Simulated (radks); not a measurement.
The numbers below are computed, except where a source is named.
Sc+, 20 electrons, occupied as [Ar] 3d1 4s1 (the NIST ground configuration).

Level of theory: non-relativistic Kohn-Sham, BLYP, spin-unpolarised, spherical densities, point nucleus (a radial shooting solver on a logarithmic mesh with Libxc functionals).

Energy parts (hartree):
total: -760.38659
kinetic: 759.71527
electron-nucleus: -1794.86178
Hartree: 313.51654
exchange-correlation: -38.75662

Orbitals (lengths in bohr, moments of r in powers of bohr):
| orbital | occ. | eigenvalue (hartree) | <r^2> |
|---|---|---|---|
| 1s | 2 | -160.9533 | 0.007270 |
| 2s | 2 | -17.51099 | 0.1418 |
| 2p | 6 | -14.51184 | 0.1176 |
| 3s | 2 | -2.24760 | 1.350 |
| 3p | 6 | -1.48476 | 1.614 |
| 3d | 1 | -0.36866 | 3.772 |
| 4s | 1 | -0.35620 | 12.90 |

The highest occupied level is 4s at -9.693 eV. For comparison, the ionisation energy in NIST's Atomic Spectra Database is 12.800 eV (measured). In exact Kohn-Sham theory the highest level is minus the ionisation energy, but local and semilocal functionals leave it too shallow, through self-interaction and a potential that decays too fast; potentials with the right tail come closer. The density falls to 0.001 e/bohr^3 at r = 4.27 bohr. Virial ratio -V/T = 2.00088. The electron density at the nucleus is 6191 e/bohr^3.

Beside tabulated values, note that spin-unpolarised runs miss the spin-polarisation part of the exchange energy of open shells.
